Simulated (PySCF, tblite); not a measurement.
Species: C₆H₈ClNSi.
Cartesian coordinates in Å at the GFN2-xTB level; atoms count from 1:
```xyz
17
C6H8ClNSi angstrom
C      3.5774   -0.6755    0.1711
C      2.4080   -0.9267    0.0450
Si     0.6103   -1.3084   -0.1541
C     -0.2355    0.3922   -0.4651
C     -0.1108    1.2717    0.7606
Cl    -0.6740    2.9467    0.4336
C     -1.7072    0.2382   -0.8781
C     -2.4684   -0.4558    0.1257
N     -3.0533   -1.0082    0.9386
H      4.6009   -0.4553    0.2810
H      0.0929   -1.9295    1.0636
H      0.4073   -2.1356   -1.3482
H      0.2802    0.8912   -1.2925
H      0.9272    1.3601    1.0805
H     -0.7217    0.9001    1.5837
H     -1.7819   -0.3191   -1.8160
H     -2.1584    1.2256   -1.0266
```

Method used: PBE0/pcSseg-1 in PySCF (dipole) on a GFN2-xTB geometry, gas phase.

Masses are those of the commonest isotopes; rigid-rotor values at the optimised geometry. The values belong to one conformer with, in the numbering `[CH:1]#[C:2][SiH2:3][C@H:4]([CH2:5][Cl:6])[CH2:7][C:8]#[N:9]`, C2–Si3–C4–C5 -65°, Si3–C4–C5–Cl6 172°, Si3–C4–C7–C8 59°.

Task: Give the principal moments of inertia and the rotational constants in MHz.

Result: Ia = 397.16, Ib = 615.15, Ic = 921.82 u·Å²; 505379 MHz·u·Å²/I gives A = 1272, B = 821.6, C = 548.2 MHz.

Task: What kind of rotor is it?

Result: An asymmetric top. Ray's parameter κ = (2B − A − C)/(A − C) = -0.245; −1 is the prolate and +1 the oblate limit.

Task: What does the inertial defect say?

Result: Not planar: Δ = Ic − Ia − Ib = -90.50 u·Å². For a rigid frame Δ = −2 Σ m c², so Σ m c² = 45.25 u·Å² lies off the ab plane: 13.11 from hydrogen and 32.14 from heavier atoms. The atom farthest from that plane is 1.91 Å away.

Task: Give the other two planar moments, Paa and Pbb, and the rms extents of the mass along the axes.

Result: Paa = Σ m a² = (Ib + Ic − Ia)/2 = 569.90 and Pbb = Σ m b² = (Ia + Ic − Ib)/2 = 351.92 u·Å². With the mass M = 157.01 u, the rms extents √(P/M) along a, b and c are 1.91, 1.50, 0.54 Å.

Task: Which lines would a microwave search look for?

Result: The dipole components are |μa| = 2.86 D, |μb| = 1.38 D, |μc| = 2.14 D. Intensities carry the squares of the components, which stand as 1.00 : 0.23 : 0.56 (a : b : c). Some lines, for components of 0.1 D or more:

```
type  branch         J(Ka,Kc)   MHz  lower level (cm⁻¹)
   c       Q  1(1,1) ← 1(0,1)   451               0.046
   a       Q  2(1,1) ← 2(1,2)   820               0.143
   c       Q  2(2,1) ← 2(1,1)  1353               0.170
   b       Q  2(2,0) ← 2(1,1)  1445               0.170
   b       R  1(1,1) ← 0(0,0)  1821               0.000
   c       R  1(1,0) ← 0(0,0)  2094               0.000
   b       R  2(0,2) ← 1(1,1)  2197               0.061
   a       R  2(1,2) ← 1(1,1)  2466               0.061
   a       R  2(0,2) ← 1(0,1)  2648               0.046
   b       R  2(1,2) ← 1(0,1)  2917               0.046
   a       R  2(1,1) ← 1(1,0)  3013               0.070
   c       R  2(1,1) ← 1(0,1)  3737               0.046
   b       R  2(2,0) ← 1(1,1)  4731               0.061
```

Task: Estimate the classical rotational partition function at 25 K, 50 K and 100 K.

Result: Point group C1, symmetry number σ = 1; q = (√π/σ)·√((kT/h)³/(ABC)), k/h = 20836.6 MHz/K: 27800 at 25 K, 78700 at 50 K, 223000 at 100 K.

Its GFN2-xTB frequencies are all real (lowest 32 cm⁻¹). These are rigid-rotor constants of the computed structure; measured ground-state constants (B0) also hold zero-point vibration. Quadrupole hyperfine structure (14N, 35Cl) is left out.
